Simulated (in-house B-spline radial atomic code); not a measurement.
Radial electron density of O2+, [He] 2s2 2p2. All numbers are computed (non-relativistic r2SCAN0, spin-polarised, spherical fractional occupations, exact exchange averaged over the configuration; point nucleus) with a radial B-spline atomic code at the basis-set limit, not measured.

Columns: r (bohr), 4πr²n(r) (electrons per bohr), bar.

```
 0.00741   0.1936 #
 0.00865   0.2586 #
  0.0101   0.3445 ##
  0.0118   0.4577 ##
  0.0138   0.6063 ###
  0.0161   0.7955 ####
  0.0188    1.039 #####
   0.022    1.352 #######
  0.0256    1.728 #########
  0.0299    2.202 ###########
   0.035    2.781 ##############
  0.0408    3.446 ##################
  0.0477    4.222 ######################
  0.0557    5.071 ##########################
  0.0651    5.969 ###############################
   0.076    6.848 ###################################
  0.0887    7.637 #######################################
   0.104    8.258 ##########################################
   0.121    8.572 ############################################
   0.141    8.531 ############################################
   0.165    8.074 #########################################
   0.193    7.221 #####################################
   0.225    6.111 ###############################
   0.263    4.887 #########################
   0.307    3.804 ####################
   0.359    3.052 ################
   0.419    2.764 ##############
   0.489    2.906 ###############
   0.571    3.321 #################
   0.667     3.76 ###################
   0.779    3.974 ####################
    0.91    3.811 ####################
    1.06    3.278 #################
    1.24    2.474 #############
    1.45    1.622 ########
    1.69   0.9209 #####
    1.98    0.428 ##
    2.31   0.1661 #
     2.7  0.05071 
    3.15  0.01215 
    3.68 0.002142
```

On this grid the curve has 2 maxima, near 0.121, 0.779 bohr.

The 2s down radial function P(r) = rR(r), positive near the nucleus:

```csv
r (bohr),P
0.0025,0.02611
0.00341,0.03536
0.00465,0.04774
0.00634,0.0642
0.00865,0.08598
0.0118,0.1143
0.0161,0.1506
0.022,0.1961
0.0299,0.2495
0.0408,0.3106
0.0557,0.3728
0.076,0.424
0.104,0.4444
0.141,0.4069
0.193,0.2777
0.263,0.04064
0.359,-0.2942
0.489,-0.662
0.667,-0.9401
0.91,-1.006
1.24,-0.8253
1.69,-0.5025
2.31,-0.2089
3.15,-0.0535
```
